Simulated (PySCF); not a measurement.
C₆ coefficients of unlike pairs at PBE0

Calculated with PySCF 2.14 from the dipole response of each species, C₆(A,B) = (3/π) ∫ α_A(iu) α_B(iu) du, in atomic units, from isotropic polarisabilities. For ions this is the dispersion term alone; charge-induced terms of lower order in 1/R come first.

```tsv
species	configuration	basis	relativity	α (bohr³)	C₆ (like pair)
Cr²⁺	[Ar] 3d4 (5D)	aug-cc-pwCVTZ-DK with one added diffuse shell each of s, p, d, f, g type (11s10p8d5f4g)	spin-free X2C	4.290	12.86
Ca²⁺	[Ar] (1S)	dyall-av2z (17s13p4d)	none	3.184	10.78
Ba	[Xe] 6s2 (1S)	def2-TZVPPD with the def2 core potential (46 electrons) (6s4p3d1f)	core potential	283.1	5756
C³⁺	[He] 2s1 (2S)	dyall-av3z (15s9p3d2f)	none	3.188	2.547
```

Q: Estimate C₆ for Ca²⁺ with Cr²⁺.

A: The integral gives 11.67. The combination rule 2 C_A C_B / (C_A α_B/α_A + C_B α_A/α_B) gives 11.52 and the geometric mean 11.77.

No spin-orbit coupling is included.

The other pairs:

| pair | C₆ |
| --- | --- |
| C³⁺, Ca²⁺ | 4.288 |
| C³⁺, Cr²⁺ | 5.026 |
| C³⁺, Ba | 104.0 |
| Ba, Cr²⁺ | 170.6 |
| Ba, Ca²⁺ | 137.1 |
